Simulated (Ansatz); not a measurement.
Start from `C=CO[Si](F)(F)F` and change one atom or group to get `F[Si](F)(F)CS`.

Ansatz, PBE0-D4/def2-TZVP geometries, multiplicity 1. Each molecule was computed in one conformer, which needn't be the lowest.

| property | `C=CO[Si](F)(F)F` |
| --- | --- |
| LUMO energy (PBE0/def2-TZVPP) / eV | -0.03 |
| size of the dipole moment (PBE/def2-TZVPP) / D | 1.62 |
| HOMO energy (PBE0/def2-TZVPP) / eV | -7.72 |
| HOMO–LUMO gap (PBE/def2-TZVPP) / eV | 5.43 |
| size of the dipole moment (ωB97M-V/def2-TZVPP) / D | 1.77 |
| HOMO–LUMO gap (ωB97M-V/def2-TZVPP) / eV | 12.09 |

Problem. What does the change do to each property? (Estimate.)

Solution. Ansatz gave: 
```json
{"property": "LUMO energy (PBE0/def2-TZVPP) / eV", "`F[Si](F)(F)CS`": "-0.13", "shift": "-0.10"}
{"property": "size of the dipole moment (PBE/def2-TZVPP) / D", "`F[Si](F)(F)CS`": "2.59", "shift": "0.97"}
{"property": "HOMO energy (PBE0/def2-TZVPP) / eV", "`F[Si](F)(F)CS`": "-7.37", "shift": "0.35"}
{"property": "HOMO–LUMO gap (PBE/def2-TZVPP) / eV", "`F[Si](F)(F)CS`": "5.03", "shift": "-0.40"}
{"property": "size of the dipole moment (ωB97M-V/def2-TZVPP) / D", "`F[Si](F)(F)CS`": "2.65", "shift": "0.88"}
{"property": "HOMO–LUMO gap (ωB97M-V/def2-TZVPP) / eV", "`F[Si](F)(F)CS`": "11.25", "shift": "-0.84"}
```

With PBE0 the HOMO rises by 0.35 eV and the LUMO falls by 0.10 eV, so the gap narrows by about 0.45 eV. PBE moves the HOMO by 0.42 eV and ωB97M-V by 0.39 eV. Dipoles are sizes alone; their direction can turn.
